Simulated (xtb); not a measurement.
Here is a job for xtb.
```
$ xtb mol.xyz --gfn 1 --alpb chcl3 --json

# file mol.xyz
17

C     -0.41778104    -1.21418858    -1.41267705
Si     0.00000000     0.00000000    -0.00000000
C      0.00554135     1.78528707    -0.67614402
C     -1.31041007    -0.15385282     1.37971233
C      1.72264977    -0.41724567     0.70910873
H     -1.39396412    -1.00424407    -1.83950537
H     -0.42931030    -2.24160426    -1.06128465
H      0.30997764    -1.15221546    -2.21624356
H      0.24035806     2.50337027     0.10386249
H     -0.96211391     2.05565595    -1.08813490
H      0.74182785     1.90768456    -1.46487309
H     -2.30457514     0.07745214     1.00913662
H     -1.33992132    -1.15990805     1.78735734
H     -1.10210317     0.52516646     2.20113401
H      1.75423943    -1.42860695     1.10324445
H      2.49352738    -0.33921814    -0.05171446
H      1.99205759     0.25646756     1.51702112
```

### Question
What partial charges in atom order does GFN1-xTB with ALPB(chcl3) (xtb) give?

### Answer
C1 -0.20, Si2 0.24, C3 -0.20, C4 -0.20, C5 -0.20, H6 0.05, H7 0.05, H8 0.05, H9 0.05, H10 0.05, H11 0.05, H12 0.05, H13 0.05, H14 0.05, H15 0.05, H16 0.05, H17 0.05

### Question
Give the total energy at the level GFN1-xTB with ALPB(chcl3).

### Answer
-16.7892 Eh

### Question
What HOMO-LUMO gap does GFN1-xTB with ALPB(chcl3) give?

### Answer
7.71 eV

### Question
Estimate the dipole moment that GFN1-xTB with ALPB(chcl3) returns for this input.

### Answer
0.00 D
